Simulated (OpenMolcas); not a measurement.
## Multiconfigurational calculation on Kr²⁺

Input:

```
&GATEWAY
Coord
1

Kr 0.0 0.0 0.0
Basis=ANO-RCC-VQZP
Group=XYZ
NoMove
AngMom=0.0 0.0 0.0
AMFI
&SEWARD
* reference wave functions (RASSCF and RASSI steps not shown): 6 electrons in 9 orbitals (RAS2 4s 4p; RAS3 4d, at most 2 electrons)
>>> COPY JOB001 $Project.JobIph
&CASPT2
Multistate=3 1 2 3
Frozen=3 6
IPEA=0.25
Imaginary=0.1
MaxIter=60
WThr=0.0 0.3 0.05
PrWF=0.5
NoMix
>>> COPY JOB002 $Project.JobIph
&CASPT2
Multistate=7 1 2 3 4 5 6 7
Frozen=3 6
IPEA=0.25
Imaginary=0.1
MaxIter=60
WThr=0.0 0.3 0.05
PrWF=0.5
NoMix
>>> COPY JOB003 $Project.JobIph
&CASPT2
Multistate=3 1 2 3
Frozen=3 6
IPEA=0.25
Imaginary=0.1
MaxIter=60
WThr=0.0 0.3 0.05
PrWF=0.5
NoMix
...
```

Output, cut to the results:

```
--- CASPT2 ---
Orbital specifications:
      -----------------------

      Symmetry species                           1   2
                                                ag  au
      Frozen orbitals                            3   6
      Inactive orbitals                          5   0
      Active orbitals                            6   3
      Secondary orbitals                        22  23
      Deleted orbitals                           0   0
      Number of basis functions                 36  32
Type of calculation                        MS-CASPT2
      Fock operator                              state-specific
      IPEA shift                                 0.25
      Real shift                                 0.00
      Imaginary shift                            0.10
      The input orbitals will be transformed to quasi-canonical
Reference energy:       -2786.7856625956
      E2 (Non-variational):      -0.1610862308
      Shift correction:          -0.0000524346
      E2 (Variational):          -0.1611386654
      Total energy:           -2786.9468012610
      Residual norm:              0.0000006894
      Reference weight:           0.97730
      Contributions to the CASPT2 correlation energy
      Active & Virtual Only:         -0.0573339789
      One Inactive Excited:          -0.0444303052
      Two Inactive Excited:          -0.0593219466
Reference energy:       -2786.7856625956
      E2 (Non-variational):      -0.1610839528
      Shift correction:          -0.0000524151
      E2 (Variational):          -0.1611363679
      Total energy:           -2786.9467989635
      Residual norm:              0.0000006894
      Reference weight:           0.97730
      Contributions to the CASPT2 correlation energy
      Active & Virtual Only:         -0.0573316980
      One Inactive Excited:          -0.0444303082
      Two Inactive Excited:          -0.0593219466
::    CASPT2 Root  1     Total energy:  -2786.94680126
::    CASPT2 Root  2     Total energy:  -2786.94679896
::    CASPT2 Root  3     Total energy:  -2786.94680019
::    MS-CASPT2 Root  1     Total energy:  -2786.94680126
::    MS-CASPT2 Root  2     Total energy:  -2786.94680019
::    MS-CASPT2 Root  3     Total energy:  -2786.94679896
--- CASPT2 ---
Orbital specifications:
      -----------------------

      Symmetry species                           1   2
                                                ag  au
      Frozen orbitals                            3   6
      Inactive orbitals                          5   0
      Active orbitals                            6   3
      Secondary orbitals                        22  23
      Deleted orbitals                           0   0
      Number of basis functions                 36  32
Type of calculation                        MS-CASPT2
      Fock operator                              state-specific
      IPEA shift                                 0.25
      Real shift                                 0.00
      Imaginary shift                            0.10
      The input orbitals will be transformed to quasi-canonical
Reference energy:       -2786.7220588880
      E2 (Non-variational):      -0.1700856775
      Shift correction:          -0.0000671855
      E2 (Variational):          -0.1701528631
      Total energy:           -2786.8922117511
      Residual norm:              0.0000002326
      Reference weight:           0.97409
      Contributions to the CASPT2 correlation energy
      Active & Virtual Only:         -0.0664396744
      One Inactive Excited:          -0.0444987334
      Two Inactive Excited:          -0.0591472697
Reference energy:       -2786.7220588880
      E2 (Non-variational):      -0.1702335073
      Shift correction:          -0.0000677127
      E2 (Variational):          -0.1703012200
      Total energy:           -2786.8923601080
      Residual norm:              0.0000002658
      Reference weight:           0.97401
      Contributions to the CASPT2 correlation energy
      Active & Virtual Only:         -0.0665733382
      One Inactive Excited:          -0.0445128251
      Two Inactive Excited:          -0.0591473440
::    CASPT2 Root  1     Total energy:  -2786.89221175
::    CASPT2 Root  2     Total energy:  -2786.89236011
::    CASPT2 Root  3     Total energy:  -2786.89235766
::    CASPT2 Root  4     Total energy:  -2786.89235763
::    CASPT2 Root  5     Total energy:  -2786.89236068
::    CASPT2 Root  6     Total energy:  -2786.81070751
::    CASPT2 Root  7     Total energy:  -2785.78950830
::    MS-CASPT2 Root  1     Total energy:  -2786.89236989
::    MS-CASPT2 Root  2     Total energy:  -2786.89235975
::    MS-CASPT2 Root  3     Total energy:  -2786.89235786
::    MS-CASPT2 Root  4     Total energy:  -2786.89235192
::    MS-CASPT2 Root  5     Total energy:  -2786.89222519
::    MS-CASPT2 Root  6     Total energy:  -2786.81119334
::    MS-CASPT2 Root  7     Total energy:  -2785.78900569
--- CASPT2 ---
Orbital specifications:
      -----------------------

      Symmetry species                           1   2
                                                ag  au
      Frozen orbitals                            3   6
      Inactive orbitals                          5   0
      Active orbitals                            6   3
      Secondary orbitals                        22  23
      Deleted orbitals                           0   0
      Number of basis functions                 36  32
Type of calculation                        MS-CASPT2
      Fock operator                              state-specific
      IPEA shift                                 0.25
      Real shift                                 0.00
      Imaginary shift                            0.10
      The input orbitals will be transformed to quasi-canonical
Reference energy:       -2786.2634801325
      E2 (Non-variational):      -0.1574696649
      Shift correction:          -0.0000810237
      E2 (Variational):          -0.1575506886
...
```

Levels above the lowest, from the spin-orbit matrix with the single-state CASPT2 energies, averaged by term, on its diagonal:

| Configuration | Term | J | E (cm⁻¹) | Measured (cm⁻¹) | g | Term weight % | Second |
| --- | --- | --- | --- | --- | --- | --- | --- |
| 4s² 4p⁴ | ³P | 2 | 0.0 | 0.0 | 1.485 | 97 | 3 ¹D |
| 4s² 4p⁴ | ³P | 1 | 4090 | 4548 | 1.501 | 100 |  |
| 4s² 4p⁴ | ³P | 0 | 4950 | 5313 |  | 97 | 3 ¹S |
| 4s² 4p⁴ | ¹D | 2 | 14690 | 14644 | 1.016 | 97 | 3 ³P |
| 4s² 4p⁴ | ¹S | 0 | 33090 | 33080 |  | 97 | 3 ³P |
| 4s 4p⁵ | ³P° | 2 | 115960 | 115931 | 1.501 | 100 |  |
| 4s 4p⁵ | ³P° | 1 | 119180 | 119380 | 1.497 | 99 |  |
| 4s 4p⁵ | ³P° | 0 | 121080 | 121543 |  | 100 |  |

Against the 7 measured excited levels shown (Saloman, J. Phys. Chem. Ref. Data 36, 215 (2007)) the mean absolute deviation is 230 cm-1; the largest miss in energy is 4s 4p⁵ ³P°₀: computed 121080, measured 121543 cm⁻¹ (-0.4 %), and the largest in proportion 4s² 4p⁴ ³P₁ (-10.1 %).

CASPT2 breaks the degeneracy within a term, and the mean is taken; among the terms shown or strongly mixed into the levels shown the widest spread is 33 cm-1 (4s² 4p⁴ ¹D). The run also gave levels led by 4s² 4p³ 4d, which use shells meant for correlation; these and all levels above them are left out. Some terms mix strongly with configurations of 4d, whose occupation reaches 0.25 (4s 4p⁵ ³P°). Computed and measured levels are paired by configuration, term and J; levels that our copy of the source lacks, or whose pairing is in doubt (as where it misses far off the trend of its configuration), stay unpaired and out of the deviations. Only configurations of the active space appear. The first state left out of the spin-orbit step lies near 160000 cm-1 above the lowest spin-free state of the reference (among the parities and spins computed), and the list stops at four fifths of that energy or lower.

The term weight is that of the spin-free term in the level, not the purity of its configuration. ° marks odd parity.
